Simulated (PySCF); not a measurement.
FH₅N₂OSiW, SMILES [NH]=[W](=[NH])([F])[O][SiH3], multiplicity 1. Atoms are numbered in the order given.

```xyz
11

W     -0.0036    -0.4743     0.0000
N     -0.9596    -0.8008     1.4211
H     -1.7806    -1.0743     1.9504
N     -0.9596    -0.8008    -1.4211
H     -1.7806    -1.0743    -1.9504
F      1.4735    -1.6411     0.0000
O      0.4182     1.3637     0.0000
Si     0.0564     2.9935     0.0000
H     -0.7362     3.3275    -1.2192
H     -0.7362     3.3275     1.2192
H      1.3390     3.7515     0.0000
```

Coordinates come from a PBE0-D3(BJ)/def2-SVP optimisation. The multiplicity is an assumed one; other spin states were not compared. The def2 effective core potentials stand for the cores of W; spin–orbit coupling is left out. Other conformers were not sampled.

Level of theory: PBE/def2-TZVP in PySCF.

Computed frontier levels, gap, dipole moment and polarisability:
```json
{
 "highest_occupied_level": "-6.45 eV",
 "lowest_empty_level": "-1.97 eV",
 "orbital_gap": "4.47 eV",
 "dipole_moment": "2.31 D",
 "quadrupole, principal values (traceless, Buckingham form, about the centre of nuclear charge)": "-6.49, -0.73, 7.22 D·Å",
 "mean_static_polarisability": "84.9 bohr³ (12.57 Å³)",
 "polarisability_principal_values": "72.3, 86.1, 96.2 bohr³"
}
```
